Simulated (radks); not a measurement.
The numbers below are computed, except where a source is named.
These are the eigenvalues of the occupied orbitals of an atom or ion with whole-number occupations (eV). Code: a radial shooting solver on a logarithmic mesh with Libxc functionals. Model: scalar-relativistic Kohn-Sham, PBE, spin-unpolarised, spherical densities, finite nucleus; Fermi nuclear charge, rms radius of each element as measured or else 0.836 A^(1/3) + 0.57 fm.

| orbital | eigenvalue |
|---|---|
| 1s | -38750.51 |
| 2s | -6170.658 |
| 2p | -5531.006 |
| 3s | -1321.555 |
| 3p | -1117.266 |
| 3d | -823.6920 |
| 4s | -268.6108 |
| 4p | -202.1732 |
| 4d | -106.0175 |
| 5s | -41.0640 |
| 5p | -24.5033 |
| 5d | -4.7493 |
| 6p | -2.2838 |

Which element is it, and in what charge state? The configuration may be excited.

Answer. Z = 57, lanthanum, charge 0: La in [Xe] 5d1 6p2. The list shows which subshells hold electrons but not how many an open one holds; the 1s level, -1424.1 hartree, gives Z - s = 53.4 by -(Z - s)^2/2, which with screening and relativity narrows Z to a few neighbours, and the depths of the outer levels then fix element, charge and occupations together.
